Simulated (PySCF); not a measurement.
Relaxation of singlet TeOI₂

Computed with PBE/[Te def2-SVP with ECP28, O def2-SVP, I def2-SVP with ECP28], scalar-relativistic core potentials, density fitting, no spin–orbit coupling, PySCF. A (50,194) grid was used.

A hand-made T-shaped (ligand arrangement 2) start, of C2v symmetry, held to at least that symmetry:

Coordinates in bohr (charge 0 multiplicity 1):
```
Te    0.0000    0.0000   -0.2526
O     0.0000    0.0000    3.2434
I     5.0803    0.0000   -0.0751
I    -5.0803    0.0000   -0.0751
```

Optimiser trace:
```csv
step,E − E(last) (kJ/mol),largest gradient (Eh/bohr)
0,47.93,0.03613
1,19.87,0.01425
2,7.75,0.00387
3,3.57,0.00310
4,2.20,0.00410
5,0.83,0.00342
6,0.09,0.00132
7,0.00,0.00007
```

It ends at C2v with Te–I 2.897 Å (×2), Te–O 1.848 Å; I–Te–I 158.8°, I–Te–O 100.6° (×2) (after a last refinement on a finer grid). A frequency run shows 1 imaginary mode, down to 85i cm⁻¹, so it is a saddle point. Other isomers or separated fragments may lie lower.

Final geometry:
```xyz
4
charge 0 multiplicity 1, angstrom
Te    0.0000    0.0000    0.2676
O     0.0000    0.0000    2.1159
I     2.8475    0.0000   -0.2658
I    -2.8475    0.0000   -0.2658
```
